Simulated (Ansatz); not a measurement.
Basis sets compared for the cluster Na5O3 (the lowest doublet isomer of a short search). Charge 0, multiplicity 2. Geometry r2SCAN-D4/def2-SVP. Ansatz on 4 threads of Arm Neoverse V1 on a shared host; times are rough, and most runs start from earlier orbitals.

```tsv
atom	x (Å)	y (Å)	z (Å)
Na1	0.174	2.584	-0.233
Na2	-2.420	-3.289	-0.354
Na3	2.379	0.822	0.592
Na4	0.052	-0.617	-1.481
Na5	-0.786	-0.317	1.401
O6	0.527	1.379	1.489
O7	-1.251	-1.661	-0.173
O8	1.324	1.098	-1.241
```

At HF/STO-3G the charge 0 doublet is spin-contaminated (final ⟨S²⟩ up to 1.03, 0.75 for a pure state). At HF/STO-3G the highest occupied level of the charge 0 doublet lies above zero (up to 4.95 eV). In Hartree–Fock with STO-3G the lack of diffuse functions raises the level. The structure comes from a short search, and lower isomers may exist.

```tsv
level	functions	energy (Eh)	HOMO (eV)	LUMO (eV)	wall time
HF/STO-3G	60	-1020.5650	4.95	12.95	0.7 s
PBE-D4/def2-SVP	117	-1035.9494	-2.96	-2.06	3.7 s
PBE0-D4/def2-SVP	117	-1035.9829	-3.28	-1.11	6 s
```

**Question.** Estimate the rows for HF/def2-TZVP, PBE-D4/def2-TZVP (with forces), PBE0-D4/def2-TZVP.

**Answer.** 
| level | functions | energy (Eh) | HOMO (eV) | LUMO (eV) | wall time |
| --- | --- | --- | --- | --- | --- |
| HF/def2-TZVP | 253 | -1033.9716 | -5.55 | 0.09 | 24 s |
| PBE-D4/def2-TZVP (with forces) | 253 | -1036.5183 | -2.97 | -2.14 | 8.5 s |
| PBE0-D4/def2-TZVP | 253 | -1036.5480 | -3.42 | -1.11 | 18 s |
